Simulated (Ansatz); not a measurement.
Two isomers of CH6SSiSn: A = `[CH2]1[SiH2][S][SnH2]1`, B = `S=C[SiH2][SnH3]`.

Calculated with Ansatz (gas phase, PBE0-D4/def2-TZVP geometries, no zero-point term in ΔE). CCSD(T)/CBS is the MP2 limit (def2-TZVPP, def2-QZVPP) plus CCSD(T) − MP2 in def2-TZVPP, frozen cores. DFT in def2-TZVPP. B3LYP here is the variant with VWN-RPA as its local correlation; programs differ in this. def2 core potentials past Kr. For Sn outer-core shells are correlated without core-valence functions, which leaves a few kJ/mol of doubt a bond. Each species was taken in one conformer, which may not be the lowest.

A:

Z-matrix (Å, degrees):
```
Si
S 1 2.149
Sn 1 2.944 2 54.3
C 1 1.884 2 101.1 3 -0.1
H 1 1.488 2 111.3 3 119.6
H 1 1.488 2 111.3 3 -119.8
H 3 1.707 1 124.4 2 88.2
H 3 1.707 1 124.4 2 -88.1
H 4 1.090 1 114.3 2 116.6
H 4 1.090 1 114.3 2 -116.4
```

B:

Z-matrix (Å, degrees):
```
Si
C 1 1.875
Sn 1 2.572 2 106.8
H 1 1.490 2 109.7 3 118.0
H 1 1.482 2 109.7 3 -120.3
S 2 1.613 1 123.7 3 97.1
H 2 1.095 1 117.5 3 -79.8
H 3 1.707 1 110.7 2 176.9
H 3 1.707 1 109.9 2 57.0
H 3 1.705 1 109.9 2 -62.6
```

**Question.** Which is lower in electronic energy at CCSD(T)/CBS, and by how much? (Estimate.)

**Answer.** Ansatz gave: A, by 59.2 kcal/mol.

**Question.** Give E(B) − E(A) in kcal/mol with HF/def2-TZVPP, B3LYP-D4, PBE-D4, B2PLYP, PBE0-D4, ωB97M-V, MP2/def2-TZVPP. (Best estimate.)

**Answer.** Ansatz gave: HF/def2-TZVPP 55.9, B3LYP-D4 53.2, PBE-D4 54.7, B2PLYP 55.0, PBE0-D4 59.2, ωB97M-V 58.4, MP2/def2-TZVPP 61.0. None reverses the order clearly.

Largest T1 diagnostic: 0.015.

From PBE to PBE0 (25 % exact exchange), in def2-TZVPP and without D4, E(B) − E(A) moves by +4.7 kcal/mol. The D4 term adds +1.4 kcal/mol with B3LYP and +0.6 kcal/mol with PBE0; it sums over pairs of atoms, weighted by their polarisabilities, and B3LYP, whose exchange is more repulsive, gets the larger term.
